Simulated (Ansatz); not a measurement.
Total energies of KPt3 (the lowest doublet isomer of a short search) from Ansatz at PBE-D4/def2-TZVP, gas phase (1 Eh = 27.2114 eV = 2625.5 kJ/mol). The reference geometry is relaxed at r2SCAN-D4/def2-SVP.

Cartesian coordinates in Å:
```
K -0.4219 -0.2111 2.0559
Pt -0.1371 1.5033 -0.5954
Pt -0.9379 -0.8650 -1.0025
Pt 1.4969 -0.4273 -0.4581
```

```
                 state                       geometry  energy (Eh)
      charge 0 doublet                      reference   -957.96453
      charge 1 singlet                      reference   -957.73146
      charge 0 quartet  relaxed at r2SCAN-D4/def2-SVP   -957.94546
 free K atom (doublet)                              –   -599.69080
free Pt atom (triplet)                              –   -119.30159
```

In the def2 sets Pt takes a core potential; there is no spin–orbit coupling.

Task: Work out the vertical ionisation energy to the singlet.

Result: E(charge 1 singlet) − E(charge 0 doublet) = -957.73146 − (-957.96453) = 0.23307 Eh = 6.34 eV. For comparison, −ε of the highest occupied level of the spin that leaves is 3.68 eV at this level, 2.66 eV less.

Task: Which of the charge 0 states is lowest, and how far above it are the others?

Result: The doublet. quartet: -957.94546 − (-957.96453) = 0.01907 Eh = 50.1 kJ/mol.

Task: What is the binding energy per atom against free atoms?

Result: Atoms: 1 × (-599.69080) + 3 × (-119.30159) = -957.59557 Eh. Binding: -957.59557 − (-957.96453) = 0.36896 Eh = 10.04 eV, or 2.51 eV for each of 4 atoms (no zero-point energy, no counterpoise term).

A triplet lies near this restricted singlet, and broken spin symmetry wasn't tried. At PBE-D4/def2-TZVP the gap within one spin of the charge 0 quartet nearly closes, so an electron or hole may be smeared out by delocalisation error. 

The structure comes from a short search, and lower isomers may exist.
